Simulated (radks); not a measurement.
Question: Charge is removed step by step from the 4s1/2 level of Rh3+, starting from [Kr] 4d6. All-electron calculation, Dirac Kohn-Sham, PBE, spin-unpolarised, spherical densities, point nucleus; open shells fill j = l - 1/2 first. Program: a radial shooting solver on a logarithmic mesh with Libxc functionals. At the starting occupation the eigenvalue is -118.37 eV. Estimate the energy to remove one whole electron from this level, the eigenvalue at the end, and how far E(n) bends from a straight line.

Answer: Delta-SCF 127.60 eV; final eigenvalue -137.03 eV; the deviation from the straight line is -2.333 eV at 0.5 electron removed, the largest on the grid computed. Slater's transition state (half an electron removed) gives 127.55 eV. Integrating minus the eigenvalue over the occupation (Janak's theorem) gives 127.60 eV. The mean slope of the eigenvalue, de/dn, is 18.7 eV per electron.
